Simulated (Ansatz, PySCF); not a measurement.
Ti(Cl)3(OH) (Cl3HOTi), SMILES [OH][Ti]([Cl])([Cl])[Cl], multiplicity 1. Atoms are numbered in the order given.

```xyz
6

Ti     0.0000     0.0000     0.2469
Cl    -1.7868    -1.0316    -0.4739
Cl     0.0000     2.0632    -0.4739
Cl     1.7868    -1.0316    -0.4739
O      0.0000     0.0000     1.9749
H      0.0000     0.0000     2.9391
```
Charge 0, spin multiplicity 1.

Geometry optimised at r2SCAN-D4/def2-SVP. The geometry has at least one imaginary mode, so it is a saddle point at that level. The multiplicity is an assumed one; no other spin state was optimised. The isomer is the one that the SMILES or the coordinates give; other isomers of the formula were not compared. One conformer was computed; it need not be the lowest.

Vertical ionisation energy (IE) and electron affinity (EA) in eV. Rows of orbital energies are one-electron estimates. Where ΔSCF, EOM or ADC give a negative EA the extra electron is unbound and the value depends on the basis.

| level | IE | EA |
|---|---|---|
| −ε(HOMO), −ε(LUMO), CAM-B3LYP/def2-TZVP (PySCF) | 10.50 | 2.12 |
| −ε(HOMO), −ε(LUMO), PBE/def2-TZVP (PySCF) | 7.83 | 3.97 |
| ΔSCF, PBE0/def2-TZVPD (Ansatz), final states of multiplicity 2 and 2 | 11.12 | 1.72 |
| ΔSCF, PBE/def2-TZVPD (Ansatz), final states of multiplicity 2 and 2 | 10.64 | 1.09 |

Problem. What vertical singlet–triplet gap does ΔSCF give with PBE0/def2-TZVPD (Ansatz, a program for electronic structure) and with PBE/def2-TZVPD (Ansatz)? (Estimate from the structure and the level; the computed values follow.)

Solution. 4.03 and 4.13 eV (triplet above singlet where positive).
